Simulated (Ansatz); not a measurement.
Computed with Ansatz on PBE0-D4/def2-TZVP structures; ΔE is electronic, products minus reactants. CBS: MP2 limit from def2 TZ/QZ plus the TZ coupled-cluster correction, frozen cores. This one scheme is used for every species. DFT in def2-TZVPP. Each species was taken in one conformer, which may not be the lowest.

`FBOC(F)(F)F` + `C=CS` → `C=CSC(F)(F)F` + `OBF`  (substitution at a C–O bond)

| level | ΔE (kJ/mol) | difference from CCSD(T)/CBS |
| --- | --- | --- |
| PBE-D4 | 0.5 | -9.3 |
| r2SCAN-D4 | 10.8 | 1.0 |
| PBE0-D4 | 11.5 | 1.7 |
| ωB97M-V | 12.0 | 2.2 |
| B2PLYP | 13.2 | 3.4 |
| PBE0 | 14.6 | 4.8 |
| HF/def2-TZVPP | 44.0 | 34.2 |
| MP2/def2-TZVPP | 11.1 | 1.3 |
| CCSD/def2-TZVPP | 21.4 | 11.6 |
| CCSD(T)/def2-TZVPP | 16.4 | 6.6 |
| HF/def2-QZVPP | 44.5 | 34.7 |
| MP2/def2-QZVPP | 7.5 | -2.3 |
| SCS-MP2/def2-QZVPP | 11.7 | 1.9 |
| HF/CBS(def2) | 44.6 | 34.8 |
| MP2/CBS(def2) | 4.5 | -5.3 |
| CCSD/CBS(def2) | 14.8 | 5.0 |
| CCSD(T)/CBS | 9.8 | 0 |

Largest T1 diagnostic among the species: 0.013.

In def2-TZVPP, CCSD(T) changes the Hartree–Fock value by −27.6 kJ/mol (the triples alone add −5.0 kJ/mol) and MP2 by −32.9 kJ/mol. From PBE to PBE0 (25 % exact exchange), in def2-TZVPP and without D4, ΔE moves by +10.6 kJ/mol.
